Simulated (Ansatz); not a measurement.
One change: `CNB[SiH3]` becomes `BNC`.

Ansatz, PBE0-D4/def2-TZVP geometries, multiplicity 1. Each molecule was computed in one conformer, which needn't be the lowest.

```tsv
property	`CNB[SiH3]`
HOMO–LUMO gap (B3LYP/def2-TZVPP) / eV	6.96
size of the dipole moment (B3LYP/def2-TZVPP) / D	2.71
size of the dipole moment (PBE/def2-TZVPP) / D	2.82
LUMO energy (B3LYP/def2-TZVPP) / eV	-0.67
HOMO–LUMO gap (ωB97M-V/def2-TZVPP) / eV	11.39
HOMO–LUMO gap (PBE0/def2-TZVPP) / eV	7.33
```

(1) Give the same properties after the change, and the shifts. (An estimate is asked.)

Answers

(1) Ansatz gave: 
```
                                        property  `BNC`  shift
           HOMO–LUMO gap (B3LYP/def2-TZVPP) / eV   7.66   0.70
size of the dipole moment (B3LYP/def2-TZVPP) / D   2.06  -0.65
  size of the dipole moment (PBE/def2-TZVPP) / D   2.18  -0.64
             LUMO energy (B3LYP/def2-TZVPP) / eV   0.00   0.67
         HOMO–LUMO gap (ωB97M-V/def2-TZVPP) / eV  12.26   0.87
            HOMO–LUMO gap (PBE0/def2-TZVPP) / eV   8.14   0.81
```

With PBE0 the HOMO falls by 0.07 eV and the LUMO rises by 0.73 eV, so the gap widens by about 0.80 eV. PBE moves the HOMO by -0.02 eV and ωB97M-V by -0.26 eV. The zero-point energy changes by -42.7 kJ/mol with -9 modes. Dipoles are sizes alone; their direction can turn.

B3LYP here is the variant with VWN-RPA as its local correlation; programs differ in this.
